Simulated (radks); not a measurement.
Isoelectronic series with 16 electrons, each ion in its NIST ground configuration. All-electron calculation, scalar-relativistic Kohn-Sham, BLYP, spin-unpolarised, spherical densities, finite nucleus; Fermi nuclear charge, rms radius of each element as measured or else 0.836 A^(1/3) + 0.57 fm. Program: a radial shooting solver on a logarithmic mesh with Libxc functionals. Total energies (hartree) and mean radii <r> (bohr):

ion    configuration  E (hartree)      3p      3s       2p
La41+   [Ne] 3s2 3p4   -7016.6282  0.2520  0.2592  0.09293
Pr43+   [Ne] 3s2 3p4   -7569.1182  0.2416  0.2483  0.08930
Pm45+   [Ne] 3s2 3p4   -8145.2914  0.2319  0.2382  0.08592
Eu47+   [Ne] 3s2 3p4   -8745.5740  0.2229  0.2287  0.08276
Tb49+   [Ne] 3s2 3p4   -9370.5151  0.2146  0.2199  0.07981
Ho51+   [Ne] 3s2 3p4  -10020.5045  0.2068  0.2116  0.07704
Tm53+   [Ne] 3s2 3p4  -10696.1876  0.1995  0.2039  0.07444
Lu55+   [Ne] 3s2 3p4  -11398.0349  0.1927  0.1966  0.07198
Ta57+   [Ne] 3s2 3p4  -12126.8262  0.1863  0.1897  0.06967
Re59+   [Ne] 3s2 3p4  -12883.1183  0.1802  0.1831  0.06748
Ir61+   [Ne] 3s2 3p4  -13667.6350  0.1745  0.1770  0.06541
Au63+   [Ne] 3s2 3p4  -14481.1548  0.1692  0.1711  0.06345
Tl65+   [Ne] 3s2 3p4  -15324.4979  0.1641  0.1655  0.06158
Bi67+   [Ne] 3s2 3p4  -16198.5489  0.1592  0.1602  0.05980
